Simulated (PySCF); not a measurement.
From computed data to an observable: oscillator strength and radiative lifetime

Ge(Cl)(SiH3) (ClGeH₃Si), SMILES [SiH3][Ge][Cl] (connectivity only; charge and spin as stated), neutral, multiplicity 1.

The structure is a stationary point at PBE-D3(BJ)/def2-SVP.

TDA-LC-ωPBE/def2-SVPD in PySCF puts the first singlet state with f over 0.02 at 5.90 eV (vertical), with the transition dipole (-0.244, -0.394, 0.000) in atomic units.

Find the oscillator strength, the wavelength and the radiative lifetime that this transition would have in vacuum if emission retraced absorption.


|μ|² = 0.2148 au, so |μ| = 1.18 D. ΔE = 5.90/27.211 = 0.2168 hartree. f = (2/3) ΔE |μ|² = 0.031 (the program prints 0.031).
λ = 1239.84/5.90 = 210 nm; ν = 47587 cm⁻¹.
Einstein's coefficient A = 0.6670 ν² f s⁻¹ (ν in cm⁻¹) = 4.7e7 s⁻¹, so τ = 1/A = 21 ns. This state is S5; the lower singlets have f = 0.003, 0.013, 0.015, 0.005. The figure is the radiative limit of this one transition; relaxation, internal conversion, crossing to triplets and a medium change what is measured.
